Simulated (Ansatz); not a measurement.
Input file for Ansatz (a quantum-chemistry and plane-wave program): R-PBE0/def2-TZVPP on C2H7Al (SMILES [CH3][AlH][CH3]), a point of a torsion scan.

Ansatz 0.2 input:
```yaml
crystal:
  periodic: [false, false, false]
  atoms:
    - {symbol: C, position_ang: [1.75246314, 0.35592007, -0.17779423]}
    - {symbol: Al, position_ang: [0.22996223, -0.49245528, 0.78179951]}
    - {symbol: C, position_ang: [-0.26121633, -2.41970212, 0.84670220]}
    - {symbol: H, position_ang: [2.15119509, -0.27316256, -0.98319249]}
    - {symbol: H, position_ang: [1.46557208, 1.31105343, -0.63369600]}
    - {symbol: H, position_ang: [2.59944805, 0.58159498, 0.48061218]}
    - {symbol: H, position_ang: [-0.69371842, 0.47058549, 1.57575382]}
    - {symbol: H, position_ang: [0.52374217, -3.05447238, 1.27427902]}
    - {symbol: H, position_ang: [-1.15641590, -2.57358243, 1.46228541]}
    - {symbol: H, position_ang: [-0.48464209, -2.84201918, -0.14016647]}
basis:
  gaussian:
    orbitals: def2-TZVPP
hamiltonian:
  xc: {name: PBE0}
scf: {lower_state_search: off}
```

Program output:

```
Functional definition: PBE0
[...]
these checks for a lower state are left out or cut short: stability, starts, cluster_reference, orbital_swaps, neighbouring_geometries, increment
integrals: 0.09 GiB planned
1073 factors; their error is unknown
mean field: 0.88 GiB planned
mean field evaluation 1: about -8769.2218 eV, gradient 7.0e1 eV
mean field evaluation 2: about -8765.0592 eV, gradient 7.4e1 eV
mean field evaluation 4: about -8780.2924 eV, gradient 9.5e-1 eV
mean field evaluation 8: about -8780.2984 eV, gradient 3.5e-1 eV
mean field evaluation 16: about -8780.2986 eV, gradient 2.7e-6 eV
mean field -8780.29856105 eV, -322.6700206186 hartree, gradient 2.7e-6 eV, S^2 0.000000; 0 other end points of the search recorded, 0 dependent functions left out
reference -8780.29859559 eV, -322.6700218878 hartree; 16, 16 occupied and 186, 186 virtual orbitals, 1073 factors
Total energy: -8780.29859559 eV, -322.6700218878 hartree
Checks for a lower state left out: stability, starts, cluster_reference, orbital_swaps, neighbouring_geometries, increment
```

The run converged.

Cost: roughly 2.3 core-seconds.
